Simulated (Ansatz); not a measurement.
The cluster Al₃Ga⁻. Charge -1, multiplicity 2. Geometry PBE0-D4/def2-SVPD; atoms count from 1.

```
atom   x (Å)   y (Å)   z (Å)
 Al1  -0.510  -0.044  -1.477
 Al2  -0.198   1.992   0.033
 Al3   0.210  -1.991   0.010
 Ga4   0.497   0.043   1.433
```

Another isomer (doublet) lies 0.03 eV lower at PBE-D4/def2-TZVPD; other spin states weren't run for this one.

(1) Estimate the Mulliken populations from the PBE0/def2-TZVPD orbitals of Ansatz.

(2) Where does the spin sit?

(3) And the Mayer bond orders between bonded heavy atoms (over 0.3)?

## Answers

(1) 
| atom | charge (e) | spin (α − β) |
| --- | --- | --- |
| Al1 | -0.18 | 0.49 |
| Al2 | -0.35 | 0.04 |
| Al3 | -0.35 | 0.04 |
| Ga4 | -0.12 | 0.43 |
Mulliken values and Mayer orders depend strongly on the basis. With diffuse functions, as here, like atoms can get unlike values, and bond orders can come out too low or too high.

(2) Summed by element: Al 0.57, Ga 0.43, of 1 unpaired in all. Largest on single atoms: Al1 0.49, Ga4 0.43, Al2 0.04.

(3) Al1–Al2 0.83 (2.55 Å); Al1–Al3 0.83 (2.55 Å); Al2–Ga4 0.80 (2.50 Å); Al3–Ga4 0.80 (2.50 Å). Values over 0.3 also appear between atoms too far apart for a bond (Al1–Ga4 0.69 at 3.08 Å; Al2–Al3 0.71 at 4.00 Å); they arise where an orbital or an unpaired electron spreads over both atoms.
